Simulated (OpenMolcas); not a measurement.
The numbers below are computed, except where a source is named.
**Re3+: input and output**

Re3+ among 6 point charges of -1.7 e arranged as a tetragonal octahedron (D4h), 1.98 Å from the ion, with the axial distance 2.297 Å. With inversion symmetry the input lists one of each pair of outer charges.

Input:

```
&GATEWAY
Coord
1

Re 0.0 0.0 0.0
Basis=ANO-RCC-VDZP
Group=XYZ
NoMove
AngMom=0.0 0.0 0.0
AMFI
XField
3 Angstrom 0
1.980000 0.000000 0.000000 -1.700000
0.000000 1.980000 0.000000 -1.700000
0.000000 0.000000 2.296800 -1.700000
&SEWARD
&RASSCF
FileOrb=start.orb
Symmetry=1
Spin=5
nActEl=4 0 0
Inactive=15 19
Ras2=5 0
CIRoot=5 5 1
SDav=5
CIMx=300
Iter=120 100
PrWF=0.3
OrbListing=Nothing
MaxOrb=0
>>> COPY $Project.JobIph JOB001
&RASSCF
FileOrb=start.orb
Symmetry=1
Spin=3
nActEl=4 0 0
Inactive=15 19
Ras2=5 0
CIRoot=45 45 1
SDav=45
CIMx=300
Iter=120 100
PrWF=0.3
OrbListing=Nothing
MaxOrb=0
>>> COPY $Project.JobIph JOB002
&RASSCF
FileOrb=start.orb
Symmetry=1
Spin=1
nActEl=4 0 0
Inactive=15 19
Ras2=5 0
CIRoot=50 50 1
SDav=50
CIMx=300
Iter=120 100
PrWF=0.3
OrbListing=Nothing
MaxOrb=0
>>> COPY $Project.JobIph JOB003
&RASSI
NrOfJobIphs=3 5 45 50
1 2 3 4 5
1 2 3 4 5 6 7 8 9 10 11 12 13 14 15 16 17 18 19 20 21 22 23 24 25 26 27
28 29 30 31 32 33 34 35 36 37 38 39 40 41 42 43 44 45
1 2 3 4 5 6 7 8 9 10 11 12 13 14 15 16 17 18 19 20 21 22 23 24 25 26 27
28 29 30 31 32 33 34 35 36 37 38 39 40 41 42 43 44 45 46 47 48 49 50
IphNames
JOB001
JOB002
JOB003
EJob
SpinOrbit
DIPRint=1.0
SOCoupling=1000.0
Subsets=2
Property=9
'ANGMOM' 1 'ANGMOM' 2 'ANGMOM' 3 'MLTPL  1' 1 'MLTPL  1' 2 'MLTPL  1' 3
'AMFI' 1 'AMFI' 2 'AMFI' 3
SOProperty=3
'ANGMOM' 1 'ANGMOM' 2 'ANGMOM' 3
```

Launched by
```bash
OMP_NUM_THREADS=1 MOLCAS_MEM=1689 MOLCAS_PROJECT=a pymolcas a.inp > a.log  # once for each step of the input, in one work folder
```

A driver script runs the steps one by one and writes start.orb anew before each from the orbitals found so far.

Output, cut to the results:

```
--- SEWARD ---
Basis set label: RE.ANO-RCC...7S6P4D2F1G.

      Electronic valence basis set:
      ------------------
      Associated Effective Charge  75.000000 au
      Associated Actual Charge     75.000000 au
      Nuclear Model: Point charge

      Shell  nPrim  nBasis  Cartesian Spherical Contaminant
         s      24       7        X
         p      21       6        X
         d      15       4                 X
         f      11       2                 X
         g       4       1                 X
                  Relativistic Douglas-Kroll-Hess integrals:
                    - DKH order of Hamiltonian: 2
                    - DKH order of Properties : 0
                  Atomic mean-field integrals
--- RASSCF ---
Wave function specifications:
      -----------------------------

      Number of closed shell electrons          68
      Number of electrons in active shells       4
      Max number of holes in RAS1 space          0
      Max nr of electrons in RAS3 space          0
      Number of inactive orbitals               34
      Number of active orbitals                  5
      Number of secondary orbitals              29
      Spin quantum number                      2.0
      State symmetry                             1
Orbital specifications:
      -----------------------

      Symmetry species                           1   2
                                                ag  au
      Frozen orbitals                            0   0
      Inactive orbitals                         15  19
      Active orbitals                            5   0
      RAS1 orbitals                              0   0
      RAS2 orbitals                              5   0
      RAS3 orbitals                              0   0
      Secondary orbitals                        16  13
      Deleted orbitals                           0   0
      Number of basis functions                 36  32
      Number of CSFs                             5
      Number of root(s) required                 5
      Iter CI   SX   CI       RASSCF       Energy    max ROT     max BLB   max BLB  Level Ln srch  Step   QN
          iter iter root      energy       change     param      element    value   shift minimum  type update
 Nr of preliminary CI iterations:   1
      Total energies have been shifted. Add               -16000.00 au
        1   1    6    0  -682.51023563    0.00E+00   1.50E-01*  20  27 1  1.91E-01*  0.33   0.00    SX    NO
        2   1    7    0  -682.59244456   -8.22E-02* -4.19E-02   11  27 2 -1.31E-01*  0.38   0.00    SX    NO
        3   1    7    0  -682.60052469   -8.08E-03* -2.65E-02   13  29 2  9.01E-02*  0.35   0.00    SX    NO
        4   1    7    0  -682.60364469   -3.12E-03* -2.18E-02   10  26 2 -6.48E-02*  0.37   0.00    SX    NO
        5   1    6    0  -682.60517699   -1.53E-03* -7.75E-03   13  29 2  4.78E-02*  0.36   0.60    QN   YES
        6   1    6    0  -682.60661186   -1.43E-03* -1.27E-02   18  21 1 -5.02E-03*  0.36   1.11    QN   YES
        7   1    5    0  -682.60674036   -1.28E-04* -1.59E-02   18  21 1 -3.30E-03*  0.36   2.29    LS   YES
        8   1    6    0  -682.60679988   -5.95E-05*  6.27E-03   16  32 2 -6.28E-03*  0.36   1.03    QN   YES
        9   1    5    0  -682.60683127   -3.14E-05*  1.95E-03   11  27 2 -1.63E-03*  0.36   1.34    QN   YES
       10   1    4    0  -682.60683355   -2.29E-06* -5.14E-05   18  25 1 -5.69E-05   0.36   1.01    QN   YES
       11   1    3    0  -682.60683356   -9.99E-09  -1.90E-05   18  25 1 -1.49E-05   0.36   1.39    QN   YES
      Convergence after 11 iterations
       12   1    3    0  -682.60683357   -9.82E-10  -1.90E-05   19  22 2 -7.46E-07   0.36   1.39    QN   YES
      Natural orbitals and occupation numbers for root  1
      sym 1:   1.000000   1.000000   1.000000   1.000000   0.000000
      Natural orbitals and occupation numbers for root  2
      sym 1:   1.000000   1.000000  -0.000000   1.000000   1.000000
      Natural orbitals and occupation numbers for root  3
      sym 1:  -0.000000   1.000000   1.000000   1.000000   1.000000
::    RASSCF root number  1 Total energy: -16682.66504060
::    RASSCF root number  2 Total energy: -16682.61202915
::    RASSCF root number  3 Total energy: -16682.60145726
::    RASSCF root number  4 Total energy: -16682.57782041
::    RASSCF root number  5 Total energy: -16682.57782041
--- RASSCF ---
Wave function specifications:
      -----------------------------

...
--- RASSI ---
SPIN-FREE ENERGIES:
  (Shifted by EMIN (a.u.) =     -16682.6650405969)

 SF State       Relative EMIN(au)   Rel lowest level(eV)    D:o, cm**(-1)      L_eff

     1             0.0000000000        0.0000000000              0.0000         2.0
     6             0.0479244609        1.3040910151          10518.2034         3.9
     7             0.0479244609        1.3040910151          10518.2034         3.9
     2             0.0530114467        1.4425149529          11634.6677         2.0
     3             0.0635833393        1.7301908046          13954.9300         2.0
     8             0.0656744678        1.7870933093          14413.8796         4.3
    51             0.0800018112        2.1769601862          17558.3680         4.6
     9             0.0814611452        2.2166706858          17878.6548         4.6
    52             0.0850276561        2.3137203912          18661.4135         4.8
    53             0.0850276571        2.3137204187          18661.4137         4.8
     5             0.0872201844        2.3733821252          19142.6178         2.0
     4             0.0872201844        2.3733821252          19142.6178         2.0
    10             0.0874168567        2.3787338533          19185.7824         4.2
    11             0.0882140325        2.4004261114          19360.7423         3.1
    12             0.0896336846        2.4390568121          19672.3199         3.6
    13             0.0896336846        2.4390568121          19672.3199         3.6
    14             0.0899794421        2.4484653534          19748.2049         3.3
    54             0.1017565097        2.7689356885          22332.9725         5.4
    55             0.1050405203        2.8582981695          23053.7295         4.6
    15             0.1066844801        2.9030325951          23414.5369         3.7
    16             0.1066844801        2.9030325951          23414.5369         3.7
...
```

Spin-orbit levels above the lowest (labels of D4, the rotations of D4h):

| E (cm-1) | Degeneracy | Label | 2S+1 | g |
| --- | --- | --- | --- | --- |
| 0.0 | 1 | A1 | 5 (74 %) |  |
| 926.2 | 1 | A2 | 5 (85 %) |  |
| 2320 | 2 | E | 5 | 0.00 0.00 2.71 |
| 2941 | 1 | B1 | 5 |  |
| 8748 | 1 | A1 | 5 (52 %) |  |
| 10518 | 2 | E | 5 (54 %) | 0.00 0.00 2.11 |
| 12174 | 1 | B2 | 3 (59 %) |  |
| 12449 | 1 | B1 | 3 (55 %) |  |
| 12870 | 2 | E | 3 (60 %) | 0.00 0.00 2.59 |
| 13234 | 1 | A1 | 3 (54 %) |  |
| 13350 | 1 | A2 | 3 (87 %) |  |
| 14768 | 1 | B2 | 5 (73 %) |  |
| 15433 | 1 | A1 | 5 (58 %) |  |
| 15776 | 1 | B2 | 5 (53 %) |  |
| 15945 | 1 | B1 | 5 (52 %) |  |
| 16023 | 2 | E | 5 (49 %) | 0.00 0.00 0.95 |
| 16382 | 1 | A2 | 5 (80 %) |  |
| 16697 | 2 | E | 3 (50 %) | 0.00 0.00 0.88 |
| 17914 | 1 | A1 | 3 (57 %) |  |
| 18529 | 2 | E | 3 (66 %) | 0.00 0.00 1.06 |

Spin-orbit coupling mixes the spin-free states strongly: the lowest level takes only 66 % from its leading state, 5B1. Without dynamic correlation the repulsion within the d shell is too large (B by tens of per cent), so at a given field states of lower spin stand too high. This shell can be high or low spin here, a state of another spin lies low, and with metal d orbitals alone active their balance is uncertain, so the ground spin may be wrong. Point charges give a weaker field than real ligands, and real ions of this kind are as a rule low spin; the high spin found here belongs to the model. This is an electrostatic model: the charges have no orbitals. No measured value stands beside these numbers.

The RASSCF and RASSI steps took 42 s on 1 thread of Arm Neoverse N1, on a shared host; the integral step is not counted.

With an even number of electrons the g values are those of a degenerate or nearly degenerate non-Kramers pair.
